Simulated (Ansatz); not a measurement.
Reaction (formal loss of a carbene): `FC([SiH3])[SeH]` → `[CH]F` + `[SiH3][SeH]`

Gas-phase electronic energies from Ansatz, PBE0-D4/def2-TZVP geometries. CBS: MP2 limit from def2 TZ/QZ plus the TZ coupled-cluster correction, frozen cores. This one scheme is used for every species. DFT in def2-TZVPP. B3LYP here is the variant with VWN-RPA as its local correlation; programs differ in this. For Se outer-core shells are correlated without core-valence functions, which leaves a few kJ/mol of doubt a bond. Scalar relativity is left out up to krypton. Each species was taken in one conformer, which may not be the lowest.

`FC([SiH3])[SeH]`:

```xyz
9

F     0.411   -1.817    0.593
C     0.714   -0.495    0.309
Si   -0.844    0.582    0.408
Se    1.596   -0.308   -1.413
H     1.474   -0.166    1.025
H    -0.432    2.006    0.342
H    -1.556    0.317    1.684
H    -1.722    0.244   -0.740
H     0.360   -0.362   -2.207
```

`[CH]F`:

Cartesian coordinates in Å:
```
C 0.387 -0.325 -0.066
F -0.809 -0.435 0.434
H 0.422 0.760 -0.368
```

`[SiH3][SeH]`:

Cartesian coordinates in Å:
```
Si -0.114 0.564 0.020
Se 1.187 -1.306 -0.053
H -0.969 0.679 -1.188
H 0.846 1.693 0.071
H -0.977 0.577 1.228
H 0.027 -2.207 -0.078
```

```csv
level,ΔE (kcal/mol),difference from CCSD(T)/CBS
PBE-D4,73.2,5.4
r2SCAN-D4,73.0,5.2
PBE0-D4,73.0,5.2
B3LYP-D4,68.5,0.7
ωB97X-V,69.0,1.2
ωB97M-V,67.6,-0.2
B2PLYP,67.4,-0.4
PBE,71.2,3.4
r2SCAN,72.5,4.7
PBE0,71.4,3.6
B3LYP,65.3,-2.5
HF/def2-TZVPP,52.8,-15.0
MP2/def2-TZVPP,72.9,5.1
SCS-MP2/def2-TZVPP,68.6,0.8
CCSD/def2-TZVPP,65.2,-2.6
CCSD(T)/def2-TZVPP,66.6,-1.2
HF/def2-QZVPP,52.7,-15.1
MP2/def2-QZVPP,73.5,5.7
SCS-MP2/def2-QZVPP,69.1,1.3
HF/CBS(def2),52.7,-15.1
MP2/CBS(def2),74.0,6.2
CCSD/CBS(def2),66.3,-1.5
CCSD(T)/CBS,67.8,0
```

Largest T1 diagnostic among the species: 0.018.

In def2-TZVPP, CCSD(T) changes the Hartree–Fock value by +13.9 kcal/mol (the triples alone add +1.4 kcal/mol) and MP2 by +20.1 kcal/mol. The D4 term adds +3.2 kcal/mol with B3LYP and +1.7 kcal/mol with PBE0; it sums over pairs of atoms, weighted by their polarisabilities, and B3LYP, whose exchange is more repulsive, gets the larger term.
